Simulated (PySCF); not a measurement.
A species of formula C11H12 has this rotational fingerprint, computed with PBE0/pcSseg-1 in PySCF (dipole) on a GFN2-xTB geometry, gas phase:

- Rotational constants: A = 2458, B = 727.4, C = 634.1 MHz
- Dipole components: |μa| = 0.26 D, |μb| = 0.11 D, |μc| = 0.01 D
- Inertial defect: -103.43 u·Å²
- κ: -0.90

**Question.** Which candidate fits, each taken in the one conformer that was computed?
A. `[CH2:1]=[CH:2][CH2:3]/[CH:4]=[CH:5]\[c:6]1[cH:7][cH:8][cH:9][cH:10][cH:11]1` with C1–C2–C3–C4 -120°, C2–C3–C4–C5 -113°, C4–C5–C6–C7 48°
B. `[CH2:1]=[C:2]([CH3:3])[C:4](=[CH2:5])[c:6]1[cH:7][cH:8][cH:9][cH:10][cH:11]1` with C1–C2–C4–C5 162°, C2–C4–C6–C7 127°
C. `[CH2:1]=[C:2]1[CH2:3][CH2:4][C@H:5]1[c:6]1[cH:7][cH:8][cH:9][cH:10][cH:11]1` with C4–C5–C6–C7 -118°

**Answer.** B. It is C=C(C)C(=C)c1ccccc1, an asymmetric top, point group C1. The candidates at the same level (rigid rotor, commonest isotopes):

| SMILES | A (MHz) | B (MHz) | C (MHz) | μa (D) | μb (D) | μc (D) | Δ (u·Å²) | point group | rotor |
| --- | --- | --- | --- | --- | --- | --- | --- | --- | --- |
| C=CC/C=C\c1ccccc1 | 2656 | 570.9 | 494.0 | 0.13 | 0.03 | 0.21 | -52.40 | C1 | near-prolate asymmetric top |
| C=C1CC[C@H]1c1ccccc1 | 2446 | 717.5 | 688.7 | 0.30 | 0.28 | 0.27 | -177.07 | C1 | near-prolate asymmetric top |
| C=C(C)C(=C)c1ccccc1 | 2458 | 727.4 | 634.1 | 0.26 | 0.11 | 0.01 | -103.43 | C1 | asymmetric top |

`C=CC/C=C\c1ccccc1` has C 22 % too low; `C=C1CC[C@H]1c1ccccc1` has C 9 % too high. No structure here is proved a minimum.
